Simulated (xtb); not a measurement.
GeBr2, SMILES [Br][Ge][Br] (connectivity only; charge and spin as stated), neutral, multiplicity 1. All values are semi-empirical tight-binding results from xtb (GFN2-xTB unless named), good for trends rather than for accurate numbers. Geometry: GFN2-xTB. The isomer is the one that the SMILES or the coordinates give; other isomers of the formula were not compared.

Optimised geometry:

```xyz
3

Ge     0.0000     0.0000     1.0333
Br     0.0000     1.8208    -0.4724
Br     0.0000    -1.8208    -0.4724
```

For metal compounds this method's bond lengths and energies can be far off.

```
Item                                            Value
-------------------------------------  --------------
point group as xtb finds it                       C2v
orbital gap                                   3.31 eV
zero-point energy                        0.9 kcal/mol
G − E(el) at 298.15 K (modified RRHO)  -18.5 kcal/mol
```

Give the atomic charges and the Wiberg bond orders between heavy atoms. (An estimate is asked for; the answer gives what the named calculation found.)

charges (e) Ge1 0.40, Br2 -0.20, Br3 -0.20. Bond orders Ge1–Br2 1.32, Ge1–Br3 1.32.
